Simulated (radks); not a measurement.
Values are calculated unless marked as measured or tabulated.
Species: the tin ion Sn46+. Configuration: [He] 2s2.

Level of theory: Dirac Kohn-Sham, B86b exchange with PBE correlation, spin-unpolarised, spherical densities, point nucleus (a radial shooting solver on a logarithmic mesh with Libxc functionals).

Energy parts (eV):
part                       energy
total                  -85996.407
kinetic                 92599.284
electron-nucleus      -180800.437
Hartree                  3374.922
exchange-correlation    -1170.176

Orbitals (lengths in bohr, moments of r in powers of bohr):
orbital  occ.  eigenvalue (eV)     <r^2>      <r>      <r^4>  small-component weight
1s1/2       2        -33436.80  0.001130  0.02891  3.312e-06                3.39e-02
2s1/2       2        -8032.779   0.01631   0.1177  0.0004443                8.12e-03
2p1/2       0        -7909.431   0.01174  0.09825  0.0002662                8.05e-03
2p3/2       0        -7637.195   0.01277   0.1030  0.0003083                7.75e-03
3s1/2       0        -3458.656   0.08423   0.2719    0.01026                3.47e-03

The highest occupied level is 2s1/2 at -8032.8 eV. For comparison, the ionisation energy in NIST's Atomic Spectra Database is 8103 eV (semi-empirical). In exact Kohn-Sham theory the highest level is minus the ionisation energy, but local and semilocal functionals leave it too shallow, through self-interaction and a potential that decays too fast; potentials with the right tail come closer. Summed over all electrons, <r^2> = 0.03488 bohr^2, which gives a Langevin (diamagnetic) susceptibility term of -0.0276 x 10^-6 cm^3/mol. The density falls to 0.001 e/bohr^3 at r = 0.41 bohr.
